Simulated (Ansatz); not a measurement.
Basis sets compared for Bi₃⁺ (the lowest singlet isomer of a short search). Charge 1, multiplicity 1. Geometry B3LYP-D4/def2-SVP. Ansatz on 2 threads of Intel Xeon 6975P-C on a shared host; times are rough, and most runs start from earlier orbitals.

Cartesian coordinates in Å:
```
Bi -0.827 -1.332 -0.619
Bi -0.574 0.782 1.378
Bi 1.401 0.549 -0.759
```

In the def2 sets Bi takes a core potential; there is no spin–orbit coupling. The structure comes from a short search, and lower isomers may exist.

```csv
level,functions,energy (Eh),HOMO (eV),LUMO (eV),wall time
PBE-D4/def2-SVP,78,-643.8495,-10.34,-8.52,0.6 s
PBE0-D4/def2-SVP,78,-643.7618,-11.18,-7.89,1.1 s
```

Estimate the rows for PBE-D4/def2-TZVP (with forces), PBE0-D4/def2-TZVP (with forces).


```
                          level  functions  energy (Eh)  HOMO (eV)  LUMO (eV)  wall time
 PBE-D4/def2-TZVP (with forces)        150    -643.8729     -10.28      -8.48      1.4 s
PBE0-D4/def2-TZVP (with forces)        150    -643.7821     -11.11      -7.84      2.7 s
```
